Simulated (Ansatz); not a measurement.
Species: [In(Cl)3(CH3CN)] (charge 0, multiplicity 1).

Question: Give a relaxed geometry from B3LYP-D3(BJ)/def2-SVP run with Ansatz (a program for electronic structure).

Answer: the end point of this relaxation.
Cartesian coordinates (Å) in one orientation:
```xyz
10

In     0.008    -0.031    -0.015
Cl    -2.138    -1.010     0.051
Cl     1.612    -0.774     1.548
Cl     0.781     0.800    -2.084
C     -1.114     4.293     2.116
C     -0.785     3.024     1.491
N     -0.524     2.017     0.994
H     -0.904     5.116     1.417
H     -0.510     4.426     3.026
H     -2.182     4.308     2.384
```
